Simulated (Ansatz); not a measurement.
Steps of a relaxation of `CB[CH2][GaH2]` with RKS PBE0-D4/def2-TZVP.

```sh
$ ansatz run in.yaml --threads 4 --pin off --events-out ev --progress --plain --max-ram 10444MiB
```

```yaml
crystal:
  periodic: [false, false, false]
  atoms:
    - {symbol: C, position_ang: [-1.305136, 1.184766, 0.279441]}
    - {symbol: B, position_ang: [-0.705315, -0.253667, 0.504569]}
    - {symbol: C, position_ang: [0.795493, -0.531772, 0.706283]}
    - {symbol: Ga, position_ang: [1.433927, -0.834632, -1.174441]}
    - {symbol: H, position_ang: [-1.983158, 1.219210, -0.601146]}
    - {symbol: H, position_ang: [-1.968738, 1.409771, 1.146615]}
    - {symbol: H, position_ang: [-0.563788, 2.005502, 0.200859]}
    - {symbol: H, position_ang: [-1.476351, -1.206404, 0.462103]}
    - {symbol: H, position_ang: [1.045396, -1.481061, 1.221521]}
    - {symbol: H, position_ang: [1.402251, 0.328809, 1.057615]}
    - {symbol: H, position_ang: [1.465272, -2.303742, -1.756244]}
    - {symbol: H, position_ang: [1.937347, 0.408218, -2.013176]}
basis:
  gaussian: {orbitals: def2-TZVP}
hamiltonian: {xc: pbe0, dispersion: d4}
relax: {f_tol: 0.005, max_steps: 150}
```

Positions (Å) and forces (eV/Å) along the path, 11 of 21 steps:

```xyz
12
step=1 energy=-55248.9823 eV
C    -1.305    1.185    0.279   -0.190    0.226    0.007
B    -0.705   -0.254    0.505   -0.014   -0.164    0.034
C     0.795   -0.532    0.706    0.051    0.005    0.156
Ga    1.434   -0.835   -1.174    0.016   -0.002   -0.010
H    -1.983    1.219   -0.601    0.334   -0.004    0.393
H    -1.969    1.410    1.147    0.304   -0.081   -0.384
H    -0.564    2.006    0.201   -0.346   -0.394    0.029
H    -1.476   -1.206    0.462    0.288    0.345    0.009
H     1.045   -1.481    1.222   -0.109    0.477   -0.223
H     1.402    0.329    1.058   -0.290   -0.426   -0.141
H     1.465   -2.304   -1.756    0.005    0.159    0.052
H     1.937    0.408   -2.013   -0.049   -0.139    0.078
12
step=3 energy=-55249.0150 eV
C    -1.301    1.177    0.285    0.010   -0.006   -0.031
B    -0.706   -0.255    0.496   -0.015    0.013    0.152
C     0.784   -0.527    0.694   -0.007   -0.002   -0.047
Ga    1.432   -0.832   -1.171    0.008   -0.001    0.003
H    -1.961    1.218   -0.588   -0.017    0.008   -0.023
H    -1.956    1.404    1.137   -0.004   -0.012    0.011
H    -0.564    1.979    0.211    0.017    0.014   -0.005
H    -1.464   -1.191    0.472    0.001   -0.011   -0.045
H     1.033   -1.456    1.210   -0.005   -0.019    0.001
H     1.376    0.322    1.045    0.002    0.018   -0.003
H     1.471   -2.291   -1.747    0.005   -0.006   -0.003
H     1.932    0.397   -2.008    0.005    0.004   -0.008
12
step=4 energy=-55249.0159 eV
C    -1.301    1.177    0.286    0.002    0.000    0.016
B    -0.708   -0.254    0.509    0.004   -0.002   -0.025
C     0.783   -0.528    0.693   -0.002   -0.003   -0.006
Ga    1.430   -0.831   -1.172   -0.004    0.002    0.005
H    -1.957    1.214   -0.591   -0.005   -0.004   -0.010
H    -1.959    1.409    1.134   -0.010    0.006    0.007
H    -0.563    1.978    0.210    0.010    0.007   -0.001
H    -1.465   -1.191    0.471   -0.007   -0.005    0.008
H     1.034   -1.458    1.207    0.003   -0.012    0.007
H     1.377    0.320    1.044    0.007    0.012    0.004
H     1.473   -2.289   -1.748    0.003   -0.004   -0.001
H     1.933    0.398   -2.009    0.001    0.002   -0.003
12
step=6 energy=-55249.0160 eV
C    -1.301    1.177    0.287    0.008   -0.004    0.010
B    -0.708   -0.254    0.509    0.002    0.006   -0.010
C     0.783   -0.528    0.692   -0.001   -0.004   -0.004
Ga    1.431   -0.832   -1.173   -0.005    0.001    0.008
H    -1.953    1.218   -0.593   -0.006   -0.007   -0.009
H    -1.963    1.407    1.132   -0.009    0.008    0.007
H    -0.562    1.979    0.215    0.007    0.006    0.001
H    -1.467   -1.190    0.475   -0.001   -0.004    0.001
H     1.033   -1.459    1.207    0.002   -0.003    0.001
H     1.377    0.320    1.043   -0.001    0.003    0.000
H     1.478   -2.291   -1.747    0.003   -0.004   -0.002
H     1.928    0.398   -2.013    0.001    0.003   -0.003
12
step=9 energy=-55249.0161 eV
C    -1.298    1.183    0.292   -0.004    0.002   -0.001
B    -0.711   -0.252    0.511   -0.001    0.003    0.004
C     0.780   -0.534    0.688   -0.007   -0.008    0.009
Ga    1.429   -0.835   -1.176    0.012    0.001   -0.009
H    -1.932    1.226   -0.601    0.007    0.001    0.011
H    -1.977    1.411    1.125    0.010   -0.001   -0.012
H    -0.555    1.983    0.236   -0.010   -0.006    0.000
H    -1.474   -1.185    0.481    0.001    0.003   -0.004
H     1.028   -1.466    1.203    0.001    0.008   -0.003
H     1.377    0.313    1.039    0.002   -0.003   -0.001
H     1.523   -2.298   -1.735   -0.003    0.009    0.003
H     1.887    0.401   -2.030   -0.007   -0.008    0.004
12
step=12 energy=-55249.0163 eV
C    -1.290    1.185    0.292    0.000   -0.002   -0.007
B    -0.711   -0.252    0.514    0.008   -0.002   -0.004
C     0.778   -0.542    0.692   -0.008    0.000    0.004
Ga    1.425   -0.834   -1.175   -0.005    0.001   -0.009
H    -1.915    1.229   -0.608   -0.004    0.001   -0.007
H    -1.978    1.416    1.115   -0.007    0.001    0.011
H    -0.546    1.982    0.242    0.009    0.007    0.000
H    -1.479   -1.181    0.480   -0.003   -0.004    0.003
H     1.024   -1.474    1.204    0.003   -0.008    0.004
H     1.378    0.303    1.044    0.004    0.007    0.002
H     1.556   -2.297   -1.725    0.003    0.003    0.001
H     1.836    0.410   -2.041    0.000   -0.004    0.003
12
step=15 energy=-55249.0164 eV
C    -1.280    1.188    0.288   -0.002    0.002   -0.006
B    -0.713   -0.253    0.517    0.001   -0.002    0.005
C     0.773   -0.555    0.698   -0.002   -0.002   -0.002
Ga    1.415   -0.830   -1.174    0.006    0.003   -0.006
H    -1.895    1.235   -0.619    0.001    0.001    0.002
H    -1.973    1.427    1.105    0.002   -0.001    0.001
H    -0.528    1.979    0.242   -0.001   -0.002    0.000
H    -1.490   -1.175    0.486    0.001    0.002    0.000
H     1.017   -1.490    1.207   -0.001    0.002   -0.001
H     1.378    0.286    1.050   -0.001   -0.001   -0.001
H     1.612   -2.291   -1.713    0.000    0.007    0.001
H     1.761    0.425   -2.053   -0.003   -0.009    0.006
12
step=16 energy=-55249.0164 eV
C    -1.277    1.188    0.285   -0.001    0.002    0.001
B    -0.715   -0.254    0.519   -0.005    0.000   -0.002
C     0.771   -0.559    0.700    0.006   -0.005   -0.005
Ga    1.414   -0.829   -1.172   -0.001    0.001   -0.004
H    -1.894    1.235   -0.620    0.002    0.000    0.005
H    -1.968    1.431    1.104    0.004    0.000   -0.004
H    -0.522    1.977    0.236   -0.004   -0.004    0.001
H    -1.493   -1.174    0.489    0.002    0.003    0.001
H     1.014   -1.494    1.208   -0.002    0.005    0.000
H     1.377    0.282    1.052   -0.002   -0.002   -0.001
H     1.628   -2.287   -1.713    0.000    0.005    0.004
H     1.743    0.428   -2.054    0.000   -0.004    0.005
12
step=17 energy=-55249.0164 eV rejected
C    -1.275    1.189    0.283    0.001   -0.001    0.007
B    -0.718   -0.255    0.520   -0.009    0.005   -0.004
C     0.767   -0.564    0.700    0.001   -0.006   -0.006
Ga    1.412   -0.828   -1.173    0.019   -0.005    0.013
H    -1.898    1.236   -0.617    0.002   -0.001    0.004
H    -1.958    1.438    1.106    0.005    0.000   -0.007
H    -0.516    1.974    0.226   -0.006   -0.004    0.000
H    -1.500   -1.172    0.495    0.001    0.003    0.000
H     1.010   -1.499    1.207   -0.001    0.002   -0.001
H     1.375    0.276    1.051    0.001    0.000   -0.001
H     1.651   -2.283   -1.710   -0.008    0.003    0.001
H     1.729    0.433   -2.053   -0.006    0.004   -0.005
12
step=20 energy=-55249.0164 eV
C    -1.275    1.190    0.283    0.001   -0.002    0.001
B    -0.718   -0.255    0.518   -0.004    0.004    0.000
C     0.766   -0.565    0.698    0.003   -0.001   -0.003
Ga    1.416   -0.828   -1.172    0.000   -0.002    0.004
H    -1.901    1.237   -0.615   -0.001    0.000    0.000
H    -1.955    1.439    1.108    0.000    0.000    0.000
H    -0.516    1.974    0.224    0.000    0.001    0.000
H    -1.501   -1.171    0.494    0.000   -0.001   -0.001
H     1.008   -1.500    1.207    0.000   -0.002    0.001
H     1.373    0.275    1.051    0.001    0.002    0.001
H     1.657   -2.283   -1.708    0.000   -0.001    0.000
H     1.724    0.433   -2.055    0.000    0.002   -0.002
12
step=21 energy=-55249.0164 eV
C    -1.274    1.190    0.283    0.001   -0.001    0.000
B    -0.719   -0.255    0.518   -0.002    0.002    0.001
C     0.765   -0.567    0.698    0.002    0.001   -0.001
Ga    1.416   -0.828   -1.172    0.000    0.000    0.000
H    -1.902    1.238   -0.614    0.000    0.000    0.000
H    -1.952    1.441    1.109    0.000    0.000    0.000
H    -0.515    1.973    0.222    0.000    0.000    0.000
H    -1.503   -1.171    0.494    0.000   -0.001   -0.001
H     1.006   -1.502    1.207    0.000   -0.001    0.000
H     1.373    0.273    1.052    0.000    0.000    0.000
H     1.664   -2.282   -1.707    0.000    0.000    0.001
H     1.718    0.434   -2.056    0.000    0.001   -0.001
```

It took 67 s on 4 threads of an Arm Neoverse V1 on a shared host, with 0.5 GiB of host memory at the peak.
